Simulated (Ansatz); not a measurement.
## Molecular dynamics of CH7GaO

Input file:

```yaml
crystal:
  periodic: [false, false, false]
  atoms:
    - { symbol: Ga, position_ang: [0.097997, -1.495008, 0.24622] }
    - { symbol: H, position_ang: [1.289692, -1.012913, -1.073589] }
    - { symbol: H, position_ang: [-1.282159, -1.7088, -0.439289] }
    - { symbol: H, position_ang: [0.879596, -2.354984, 1.271773] }
    - { symbol: H, position_ang: [1.122598, -0.198827, -0.564871] }
    - { symbol: O, position_ang: [0.49919, 0.408073, 0.464418] }
    - { symbol: C, position_ang: [-0.453357, 1.382255, 0.096468] }
    - { symbol: H, position_ang: [-1.321865, 1.360318, 0.779574] }
    - { symbol: H, position_ang: [0.001571, 2.385474, 0.153945] }
    - { symbol: H, position_ang: [-0.833262, 1.234311, -0.934652] }
basis:
  gaussian: { orbitals: def2-SVP }
hamiltonian:
  xc: r2scan
  dispersion: d4
md:
  timestep: 0.5
  n_steps: 200
  ensemble: nve
  temperature: 100.0
  initial_velocities: maxwell_boltzmann
  seed: 10119
```

Run as:

```bash
$ ansatz run input.yaml --threads 2 --pin off --max-ram 3072MiB --backend cpu --events-out ev --progress --plain --runs-dir out
```

It starts at the highest image of a converged band. Of that band: The profile has 2 maxima (images 2, 5) with wells between them (image 3): this band takes more than one step, which may be the mechanism or a detour left from its start path. A vibrational analysis at the climbing image gives one clearly imaginary mode, 1042i cm⁻¹: a first-order saddle point.

Output, in part (step lines, the closing report, with atoms numbered from 0):

```
md step     0: t =     0.00 fs  T =   100.0 K  F+E_penalty+E_count = -55563.50810896 eV  E_kin = 0.103408 eV  conserved = -55563.40470096 eV  (26 SCF iters)
md step     1: t =     0.50 fs  T =    97.1 K  F+E_penalty+E_count = -55563.50511241 eV  E_kin = 0.100443 eV  conserved = -55563.40466924 eV  (29 SCF iters)
md step     2: t =     1.00 fs  T =    89.2 K  F+E_penalty+E_count = -55563.49677431 eV  E_kin = 0.092202 eV  conserved = -55563.40457195 eV  (30 SCF iters)
md step     3: t =     1.50 fs  T =    77.6 K  F+E_penalty+E_count = -55563.48464239 eV  E_kin = 0.080210 eV  conserved = -55563.40443259 eV  (29 SCF iters)
md step     4: t =     2.00 fs  T =    64.4 K  F+E_penalty+E_count = -55563.47092046 eV  E_kin = 0.066635 eV  conserved = -55563.40428596 eV  (30 SCF iters)
md step     5: t =     2.50 fs  T =    52.0 K  F+E_penalty+E_count = -55563.45792558 eV  E_kin = 0.053759 eV  conserved = -55563.40416696 eV  (29 SCF iters)
md step     6: t =     3.00 fs  T =    42.0 K  F+E_penalty+E_count = -55563.44753686 eV  E_kin = 0.043436 eV  conserved = -55563.40410111 eV  (29 SCF iters)
md step     7: t =     3.50 fs  T =    35.5 K  F+E_penalty+E_count = -55563.44080067 eV  E_kin = 0.036705 eV  conserved = -55563.40409588 eV  (29 SCF iters)
[... lines left out ...]
md step   197: t =    98.50 fs  T =   352.5 K  F+E_penalty+E_count = -55563.76913529 eV  E_kin = 0.364523 eV  conserved = -55563.40461237 eV  (29 SCF iters)
md step   198: t =    99.00 fs  T =   351.8 K  F+E_penalty+E_count = -55563.76801562 eV  E_kin = 0.363794 eV  conserved = -55563.40422180 eV  (28 SCF iters)
md step   199: t =    99.50 fs  T =   356.3 K  F+E_penalty+E_count = -55563.77244913 eV  E_kin = 0.368440 eV  conserved = -55563.40400871 eV  (29 SCF iters)
md step   200: t =   100.00 fs  T =   368.8 K  F+E_penalty+E_count = -55563.78555475 eV  E_kin = 0.381416 eV  conserved = -55563.40413879 eV  (26 SCF iters)
Total energy: -55563.78556686 eV, -2041.9314570954 hartree
Atom 0 at     0.096992    -1.686550     0.220886 Å, force    -1.109335     1.243142     1.073805 eV/Å
Atom 1 at     1.301370    -1.773595    -0.688361 Å, force     0.377020    -0.433363    -0.454982 eV/Å
Atom 2 at    -1.500284    -1.755172     0.035519 Å, force     0.591249    -0.144667    -0.480200 eV/Å
Atom 3 at     0.214914    -1.332734     1.783883 Å, force     0.398122    -0.299802    -0.132789 eV/Å
Atom 4 at     0.814008     0.629450     1.164291 Å, force     0.134960    -0.171519     1.619212 eV/Å
Atom 5 at     0.637518     0.896145     0.280861 Å, force    -0.063021    -1.146563    -2.067863 eV/Å
Atom 6 at    -0.511065     1.685011     0.186067 Å, force     0.231810     1.575912     0.843618 eV/Å
Atom 7 at    -1.292957     1.431098     0.917740 Å, force    -0.116895    -0.218763    -0.010074 eV/Å
Atom 8 at    -0.185352     2.733760     0.399673 Å, force    -0.526984    -0.147287    -0.170268 eV/Å
Atom 9 at    -0.933949     1.666408    -0.821756 Å, force     0.083074    -0.257089    -0.220460 eV/Å
Dipole moment:    -0.083385     0.268000     0.095014 e Å
```

The steps, from the saved trajectory:

```tsv
time (fs)	T (K)	potential energy less start (eV)	conserved less start (meV/atom)
0.0	100	0.000	0.00
3.0	42	0.061	0.06
6.0	40	0.063	0.04
9.0	60	0.042	0.03
12.0	57	0.045	0.04
15.0	58	0.044	0.04
18.0	61	0.040	0.04
21.0	78	0.023	0.05
24.0	166	-0.067	0.06
27.0	336	-0.243	0.01
30.0	562	-0.478	-0.02
33.0	692	-0.612	0.03
36.0	806	-0.730	-0.05
39.0	829	-0.754	-0.02
42.0	810	-0.734	0.03
45.0	778	-0.702	-0.04
48.0	631	-0.549	-0.04
51.0	458	-0.370	0.09
54.0	500	-0.414	0.00
57.0	540	-0.456	-0.05
60.0	481	-0.394	0.05
63.0	492	-0.405	0.02
66.0	527	-0.442	-0.05
69.0	501	-0.415	0.02
72.0	492	-0.405	0.04
75.0	481	-0.395	-0.03
78.0	483	-0.396	0.04
81.0	540	-0.455	0.02
84.0	518	-0.432	-0.04
87.0	419	-0.330	0.04
90.0	352	-0.261	0.03
93.0	310	-0.217	-0.01
96.0	309	-0.216	0.03
99.0	352	-0.260	0.05
```

The run went to its last step. The conserved energy stayed within 0.094 meV per atom of its start (net change 0.056 meV per atom), so the integration is sound. The system heated up, since it started high on the potential surface and ran downhill. A run of 0.1 ps of so small a system gives no equilibrium averages. The orbitals stay closed-shell, which can raise the energy where a bond breaks towards radicals; this wasn't checked here.

The step under study would form Ga1–O6, H2–H5 and break Ga1–H2, H5–O6. These pairs go: Ga1–O6 1.96 → 2.64 Å, H2–H5 0.97 → 3.07 Å, Ga1–H2 1.84 → 1.51 Å, H5–O6 1.35 → 0.94 Å. In the last frame they stand as before the step (other bonds may differ from the relaxed reactants and products). Also parted: Ga1–H5 1.84 → 2.60 Å. It ends as CH4O + GaH3. Pairs count as bonded within 1.25 times the sum of covalent radii (0.12 Å more for H–H).

Last frame:

```xyz
10
Properties=species:S:1:pos:R:3
Ga 0.097 -1.687 0.221
H 1.301 -1.774 -0.688
H -1.500 -1.755 0.035
H 0.215 -1.333 1.784
H 0.814 0.629 1.164
O 0.637 0.896 0.281
C -0.511 1.685 0.186
H -1.293 1.431 0.918
H -0.185 2.734 0.400
H -0.934 1.666 -0.822
```

Time of the run: 7.8 min on 2 threads of Arm Neoverse V2 (shared host), peak memory 0.15 GiB.
